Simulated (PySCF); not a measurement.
From one molecule to another.

First species: C8H9PS.
InChI=1S/C8H9PS/c10-9-6-5-7-3-1-2-4-8(7)9/h1-4,9H,5-6H2

Second species: C₈H₉PS.
Bonds: C1–C2, C2–C3 (triple), C3–P4, P4–C5, P4–C6, C6–C7 (aromatic), C7–C8 (aromatic), C8–S9 (aromatic), S9–C10 (aromatic), C6–C10 (aromatic). Hydrogens: H11, H12, H13 on C1; H14, H15, H16 on C5; H17 on C7; H18 on C8; H19 on C10.

Levels: PBE0/pcSseg-1 for HOMO energy, LUMO energy and HOMO–LUMO gap. Geometries: GFN2-xTB. Each species is one conformer at its optimised geometry, gas phase, non-relativistic unless stated. Electronic properties by PySCF.

The conformers computed, where there is a choice (atom-mapped SMILES and torsion angles):
- `[CH3:1][C:2]#[C:3][P:4]([CH3:5])[c:6]1[cH:7][cH:8][s:9][cH:10]1`: C3–P4–C6–C7 56°

The conformers of `S=[P@@H]1CCc2ccccc21` aren't listed.

Values for the first species:

- HOMO energy: -6.56 eV
- LUMO energy: -1.06 eV
- HOMO–LUMO gap: 5.50 eV

**Question.** Estimate the same properties for the second species, and the change in each.

**Answer.** 
| property | first | second | second less first |
| --- | --- | --- | --- |
| HOMO energy | -6.56 eV | -6.36 eV | +0.20 eV |
| LUMO energy | -1.06 eV | -0.44 eV | +0.62 eV |
| HOMO–LUMO gap | 5.50 eV | 5.92 eV | +0.42 eV |

